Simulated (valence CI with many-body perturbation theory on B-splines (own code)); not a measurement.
Energy levels of F2+

Method: relativistic CI+MBPT: five valence electrons over a frozen Dirac-Fock core [He], radial functions for each j: 9 s, 9 p, 8 d, 6 f, 3 g, 1 h, with the one-electron correlation potential Σ1, the two-electron term Σ2, the three-electron term Σ3, Breit, model QED; selected CI, second order for the rest, scaled by the run's own slope (own B-spline code, finite nucleus).

Against 49 measured levels this calculation errs by 116 cm⁻¹ on average and by 421 at most. These come from a selection out of Moore, Atomic Energy Levels, vol. I, NSRDS-NBS 35 (1971 reprint of NBS Circular 467, 1949), an old analysis. Levels without a partner in it may be off by more. Among the levels kept, up to 1600 cm⁻¹ of a level comes from second order outside the variational space, and about a tenth of that is noise between levels of different J, which matters for small intervals.

Levels 46 to 61 of 61, with energies above the lowest level, 2s²2p³ ⁴S°_3/2. "Leading %" is the weight of the configuration and term that name the level; weights of strongly mixed levels are sums over their largest components and can fall short. In the jj column 3d3/2^4 stands for four electrons in 3d with j = 3/2.

| No. | Configuration | Term | J | E (cm⁻¹) | Leading % | Second component | Leading jj |
| --- | --- | --- | --- | --- | --- | --- | --- |
| 46 | 2s²2p²3d | ²P | 1/2 | 389671 | 75 | 18 % 2s²2p²3d ⁴D | 2s^2 2p1/2 2p3/2 3d3/2 (55 %) |
| 47 | 2s²2p²3d | ⁴D | 3/2 | 390016 | 87 | 4 % 2s²2p²3d ²P | 2s^2 2p1/2 2p3/2 3d5/2 (41 %) |
| 48 | 2s²2p²3d | ⁴D | 5/2 | 390016 | 86 | 7 % 2s²2p²3d ⁴P | 2s^2 2p1/2^2 3d5/2 (24 %) |
| 49 | 2s²2p²3d | ⁴D | 1/2 | 390050 | 75 | 18 % 2s²2p²3d ²P | 2s^2 2p1/2 2p3/2 3d3/2 (39 %) |
| 50 | 2s²2p²3d | ⁴D | 7/2 | 390134 | 94 |  | 2s^2 2p1/2 2p3/2 3d5/2 (49 %) |
| 51 | 2s2p³3s | ⁶S° | 5/2 | 390672 | 97 |  | 2s 2p1/2 2p3/2^2 3s (54 %) |
| 52 | 2s²2p²3d | ⁴P | 5/2 | 390762 | 86 | 7 % 2s²2p²3d ⁴D | 2s^2 2p1/2 2p3/2 3d5/2 (40 %) |
| 53 | 2s²2p²3d | ⁴P | 3/2 | 390899 | 90 |  | 2s^2 2p3/2^2 3d3/2 (34 %) |
| 54 | 2s²2p²3d | ⁴P | 1/2 | 390956 | 93 |  | 2s^2 2p3/2^2 3d3/2 (53 %) |
| 55 | 2s²2p²3d | ²F | 5/2 | 391246 | 94 |  | 2s^2 2p1/2 2p3/2 3d5/2 (44 %) |
| 56 | 2s²2p²3d | ²F | 7/2 | 391606 | 94 |  | 2s^2 2p3/2^2 3d5/2 (30 %) |
| 57 | 2s²2p²3d | ²D | 3/2 | 395240 | 94 |  | 2s^2 2p1/2 2p3/2 3d5/2 (49 %) |
| 58 | 2s²2p²3d | ²D | 5/2 | 395362 | 94 |  | 2s^2 2p1/2 2p3/2 3d3/2 (32 %) |
| 59 | 2p⁵ | ²P° | 3/2 | 401481 | 89 |  | 2p1/2^2 2p3/2^3 (89 %) |
| 60 | 2p⁵ | ²P° | 1/2 | 401982 | 88 |  | 2p1/2 2p3/2^4 (88 %) |
| 61 | 2s2p³3s | ⁴S° | 3/2 | 404486 | 87 | 5 % 2s²2p²4p ⁴S° | 2s 2p1/2 2p3/2^2 3s (48 %) |

Where two levels of one J and parity lie close, their mixing, g and order are uncertain.
